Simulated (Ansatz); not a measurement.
CH7ClSSi2 can be A, `C[SiH2]S[SiH2]Cl`, or B, `[SiH3]SC[SiH2]Cl`.

Gas-phase electronic energies from Ansatz, PBE0-D4/def2-TZVP geometries. CCSD(T)/CBS adds triple-zeta CCSD(T) − MP2 to the extrapolated MP2 energy (def2 sets, frozen cores). DFT in def2-TZVPP. Each species was taken in one conformer, which may not be the lowest.

Problem. Which isomer does CCSD(T)/CBS put lower? Give the gap. (Estimate.)

Solution. The calculation gave: A, by 128.2 kJ/mol.

Problem. Give E(B) − E(A) in kJ/mol with HF/def2-TZVPP, PBE0-D4, MP2/def2-TZVPP, CCSD(T)/def2-TZVPP, r2SCAN-D4, B2PLYP, CCSD/def2-TZVPP. (An estimate is asked.)

Solution. Computed: HF/def2-TZVPP 128.2, PBE0-D4 130.0, MP2/def2-TZVPP 131.7, CCSD(T)/def2-TZVPP 126.5, r2SCAN-D4 133.5, B2PLYP 128.2, CCSD/def2-TZVPP 126.9. None reverses the order clearly.

Largest T1 diagnostic: 0.011.

The D4 term adds −3.7 kJ/mol with B3LYP and −2.1 kJ/mol with PBE0; it sums over pairs of atoms, weighted by their polarisabilities, and B3LYP, whose exchange is more repulsive, gets the larger term. From PBE to PBE0 (25 % exact exchange), in def2-TZVPP and without D4, E(B) − E(A) moves by +3.2 kJ/mol.

B3LYP here is the variant with VWN-RPA as its local correlation; programs differ in this.
